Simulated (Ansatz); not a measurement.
Program: Ansatz. Geometries: PBE0-D4/def2-TZVP. ΔE: electronic, gas phase. CCSD(T)/CBS is the MP2 limit (def2-TZVPP, def2-QZVPP) plus CCSD(T) − MP2 in def2-TZVPP, frozen cores. This one scheme is used for every species. Functionals use def2-TZVPP. B3LYP here is the variant with VWN-RPA as its local correlation; programs differ in this. HSE06 is defined as in plane-wave codes. Elements past krypton have def2 core potentials. For Sn outer-core shells are correlated without core-valence functions, which leaves a few kJ/mol of doubt a bond.

Reaction (stannylene formation by 1,1-elimination): `C#[C][SnH]([CH3])[F]` → acetylene + `[CH3][Sn][F]`

`C#[C][SnH]([CH3])[F]`:

Cartesian coordinates in Å:
```
C 1.071 -1.207 2.357
C 0.714 -0.428 1.508
Sn 0.039 0.876 0.039
C -0.905 -0.158 -1.549
F 1.642 1.621 -0.725
H 1.397 -1.891 3.107
H -0.771 2.201 0.731
H -1.814 -0.642 -1.192
H -1.155 0.542 -2.346
H -0.219 -0.913 -1.929
```

`C#C`:

```xyz
4

C     0.275    0.262    0.463
C    -0.275   -0.262   -0.463
H     0.765    0.727    1.285
H    -0.765   -0.727   -1.285
```

`[CH3][Sn][F]`:

Z-matrix (Å, degrees):
```
C
Sn 1 2.175
H 1 1.094 2 108.8
H 1 1.094 2 108.9 3 116.6
H 1 1.092 2 113.1 3 -121.6
F 2 1.952 1 92.9 3 -59.7
```

CCSD(T)/CBS gives +43.1 kJ/mol.

**Question.** Another level gave +15.7 kJ/mol. Which?
A. B3LYP-D4/def2-TZVPP
B. HSE06/def2-TZVPP
C. LC-ωPBE/def2-TZVPP
D. PBE-D4/def2-TZVPP

**Answer.** A. B3LYP-D4 15.7, HSE06 32.8, PBE-D4 22.9, LC-ωPBE 53.0 kJ/mol.

Largest T1 diagnostic among the species: 0.015.

Leaving LDA and LC-ωPBE aside and taking each functional with its dispersion term where it has one, the values, not all of them listed here, spread over 52.7 kJ/mol, from BLYP-D4 to PBE-QIDH. LDA lies +30.9 kJ/mol from PBE without D4. In def2-TZVPP, CCSD(T) changes the Hartree–Fock value by +16.0 kJ/mol (the triples alone add +4.2 kJ/mol) and MP2 by +15.7 kJ/mol. From PBE to PBE0 (25 % exact exchange), in def2-TZVPP and without D4, ΔE moves by +16.8 kJ/mol.
